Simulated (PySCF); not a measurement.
A calculated (UHF, PySCF 2.14, ANO-RCC-VTZP, scalar relativity by spin-free X2C-1e) atom or ion has these occupied shells.

| shell | electrons | orbital energy (eV) | rms radius, mean of both spins (bohr) |
| --- | --- | --- | --- |
| 1s β | 1 | -20104.6 | 0.0404 |
| 1s α | 1 | -20104.6 | 0.0404 |
| 2s α | 1 | -2915.0 | 0.166 |
| 2s β | 1 | -2914.2 | 0.166 |
| 2p α | 3 | -2600.4 | 0.148 |
| 2p β | 3 | -2599.6 | 0.148 |
| 3s α | 1 | -528.43 | 0.456 |
| 3s β | 1 | -527.95 | 0.456 |
| 3p α | 3 | -422.28 | 0.462 |
| 3p β | 3 | -421.76 | 0.462 |
| 3d α | 5 | -249.64 | 0.453 |
| 3d β | 5 | -248.38 | 0.453 |
| 4s α | 1 | -81.885 | 1.19 |
| 4s β | 1 | -75.896 | 1.19 |
| 4p α | 3 | -51.689 | 1.34 |
| 4p β | 3 | -43.679 | 1.34 |
| 4d α | 5 | -9.365 | 2.12 |
| 5s α | 1 | -6.493 | 3.95 |

**Question.** Name the element and its charge.

**Answer.** Mo (molybdenum, neutral), in [Kr] 4d5 5s1, high-spin 7S determinant.
